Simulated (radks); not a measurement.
Excited configurations of neutral sulfur: one electron is placed in a higher orbital outside [Ne] 3s2 3p3. The ground configuration is [Ne] 3s2 3p4. Calculated with a radial shooting solver on a logarithmic mesh with Libxc functionals: scalar-relativistic Kohn-Sham, PBEsol, spin-polarised, spherical densities, finite nucleus; open shells are filled with parallel spins first; Fermi nuclear charge, rms radius 3.2611 fm. Excitation = E - E(ground); binding = E(ion) - E, where the ion is the core of charge +1; n* = 1/sqrt(2 binding) in atomic units, and the quantum defect is n - n*.

[
 {"outer orbital": "4p", "excitation (eV)": "7.614", "binding (eV)": "2.600", "eigenvalue (eV)": "-1.420", "<r> (bohr)": "7.421"},
 {"outer orbital": "4d", "excitation (eV)": "8.822", "binding (eV)": "1.392", "eigenvalue (eV)": "-0.740", "<r> (bohr)": "12.88"},
 {"outer orbital": "5s", "excitation (eV)": "8.389", "binding (eV)": "1.826", "eigenvalue (eV)": "-1.127", "<r> (bohr)": "12.11"},
 {"outer orbital": "5f", "excitation (eV)": "9.561", "binding (eV)": "0.654", "eigenvalue (eV)": "-0.389", "<r> (bohr)": "28.79"},
 {"outer orbital": "6d", "excitation (eV)": "9.612", "binding (eV)": "0.602", "eigenvalue (eV)": "-0.390", "<r> (bohr)": "35.48"},
 {"outer orbital": "6f", "excitation (eV)": "9.739", "binding (eV)": "0.475", "eigenvalue (eV)": "-0.305", "<r> (bohr)": "43.07"},
 {"outer orbital": "7s", "excitation (eV)": "9.518", "binding (eV)": "0.697", "eigenvalue (eV)": "-0.468", "<r> (bohr)": "32.82"},
 {"outer orbital": "7p", "excitation (eV)": "9.617", "binding (eV)": "0.598", "eigenvalue (eV)": "-0.400", "<r> (bohr)": "37.79"}
]

The Delta-SCF ionisation energy is 10.214 eV (NIST Atomic Spectra Database: 10.360 eV, measured). Self-interaction in the functional shifts the binding energies and quantum defects, so they are the method's values and not measured ones. Open shells are spherical and high-spin; term and fine-structure splittings are not resolved.
